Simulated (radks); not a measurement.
The vanadium ion V2+ inside a hard spherical wall (all orbitals vanish at R), configuration held at [Ar] 3d3 and not refilled when levels cross. Method: non-relativistic Kohn-Sham, r2SCAN, spin-polarised, spherical densities, point nucleus; open shells are filled with parallel spins first; meta-GGA in the generalised Kohn-Sham scheme; computed with a radial shooting solver on a logarithmic mesh with Libxc functionals. Eigenvalues in eV for spin up, with the zero of energy where the potential of the charges vanishes at infinity; a dash marks a level that is unbound or too diffuse for the functional's potential to be trusted. A positive occupied level is held by the wall or, in an anion where self-interaction has pushed it up, behind a barrier. The pressure on the wall is -dE/dV.

R (bohr)  E (hartree)  kinetic (hartree)    e(2p)    e(3s)    e(3p)    e(3d)  e(4s, empty)  e(4p, empty)  pressure (GPa)
free       -943.04602            942.263  -523.59  -89.443  -63.065  -22.469       -17.373       -12.470               0
15         -943.04602            942.263  -523.59  -89.443  -63.065  -22.469       -17.373       -12.470        < 0.0001
12         -943.04602            942.263  -523.59  -89.443  -63.065  -22.469       -17.373       -12.470        < 0.0001
8          -943.04602            942.263  -523.59  -89.442  -63.064  -22.469       -17.366       -12.425        0.000337
6          -943.04570            942.266  -523.56  -89.419  -63.041  -22.445       -17.172       -11.880          0.0446
3          -942.87637            943.262  -519.22  -86.387  -60.047  -18.624         0.633        11.586             102
2          -940.69894            953.793  -496.25  -71.139  -43.560    1.694        80.549        96.688            4070
